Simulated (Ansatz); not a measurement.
System: 2,2-difluoropropan-1-ol, C3H6F2O, net charge 0, singlet state. 
Structure (B3LYP-D3(BJ)/def2-TZVP (Ansatz, an electronic-structure program) minimum search):
```
C
F 1 1.3746
F 1 1.3808 2 105.86
C 1 1.5047 2 109.28 3 118.13
H 4 1.0879 1 109.53 2 63.89
H 4 1.0891 5 109.80 1 119.70
H 4 1.0895 5 109.16 6 119.91
C 1 1.5198 2 108.90 3 -114.12
H 8 1.0938 1 107.33 2 50.59
H 8 1.0955 9 108.90 1 -116.64
O 8 1.4164 9 112.28 10 -124.20
H 11 0.9614 8 109.05 9 43.98
```
Charge 0, spin multiplicity 1.

Wanted: atomisation energy (electronic, to ground-state atoms), in eV. Cores are frozen in the correlated levels unless marked. UHF or UKS for open shells. Spin-orbit coupling is left out. Non-relativistic. The coupled-cluster limit lacks core correlation, which all-electron functionals hold. CBS(X,Y): correlation extrapolated as X^-3; Hartree-Fock from the larger set. [CCSD(T)-MP2]/basis is that difference in the basis named.

```csv
level,program,atomisation energy (eV)
HF/cc-pVTZ,Ansatz,35.19
PBE/def2-TZVPD,Ansatz,50.30
revPBE-D4/def2-TZVPD,Ansatz + dftd4,49.01
PBE0/STO-3G,Ansatz,54.39
PBE0-D4/def2-TZVPD,Ansatz + dftd4,49.29
SCS-MP2/6-31G,Ansatz,41.38
```

Task: Estimate the value at RI-MP2/CBS(cc-pVTZ,cc-pVQZ)+[CCSD(T)-MP2]/cc-pVTZ as computed with Ansatz.

Result: 49.22 eV
